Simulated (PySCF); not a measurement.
Stick spectrum of a doublet radical in fast tumbling, microwave frequency 34.065 GHz, simulated to first order from computed parameters.

```
field (mT)  relative intensity
   1211.04                   1
   1211.20                   1
   1212.90                   1
   1213.07                   1
   1213.10                   2
   1213.26                   2
   1214.96                   2
   1215.12                   2
   1215.15                   1
   1215.32                   1
   1217.02                   1
   1217.18                   1
```

**Question.** Find the g value from the centre of the pattern.

**Answer.** The pattern is symmetric about 1214.11 mT, so g = hν/(μB·B0) = 34065/(13.99624 × 1214.11) = 2.0047, a shift of +2.3 × 10⁻³ from the free-electron value.

**Question.** Which couplings and how many nuclei make this pattern?

**Answer.** The first two lines at either end are about 0.17 mT apart, which is the smallest coupling, and their intensity ratio 1:1 counts the nuclei that share it. In full: a 1:2:1 triplet of 2.06 mT (58 MHz), from 2 nuclei of spin 1/2; a 1:1 doublet of 1.86 mT (52 MHz), from 1 nucleus of spin 1/2; a 1:1 doublet of 0.17 mT (5 MHz), from 1 nucleus of spin 1/2. Check: Σ 2nI·a is the distance from the first to the last line, 6.15 mT.

**Question.** The radical has the formula C6H7O. Propose a structure, and say which nuclei carry the couplings.

**Answer.** The pattern alone needn't single out one isomer; the structure behind this simulation is `CC1=CC[CH]C1=O` [radical], numbered [CH3:1][C:2]1=[CH:3][CH2:4][CH:5][C:6]1=[O:7] (hydrogens: H8, H9, H10 on C1; H11 on C3; H12, H13 on C4; H14 on C5). 2.06 mT: 1H at H12/H13 (β, 2 bonds from C5; computed sign +); 1.86 mT: 1H at H14 (α, 1 bond from C5; computed sign −); 0.17 mT: 1H at H11 (γ, 3 bonds from C5; computed sign −). Largest spin populations (Mulliken): C5 (+0.84), O7 (+0.28), C6 (-0.10) and C4 (-0.06). The positive populations add up to 1.22 and the negative ones to -0.22, together 2S = 1. The angles at C5 add up to 360.0°, so it is planar; its axial dipolar tensor and the negative coupling of its proton fit spin in a p orbital normal to that plane.

Computed with UKS B3LYP, pcH-1 on C H O, non-relativistic, mean-field spin-orbit, GIAO in PySCF 2.14.0. Isolated species at its GFN2-xTB geometry, gas phase. Couplings are sensitive to structure, and on GFN2-xTB geometries they can be far from those on DFT ones. No stability test was run, so a lower SCF solution isn't excluded.

Nuclei that the bonding pattern makes equivalent are averaged, as if the motion that swaps them (rotation, inversion, ring flip) were fast.

Rare isotopes and splittings under 0.04 mT were left out of the simulation.

Time: 68 s (with the writing of density and orbital grids); peak memory 0.93 GiB. Hardware: AMD EPYC, one thread, no GPU, on a shared host.
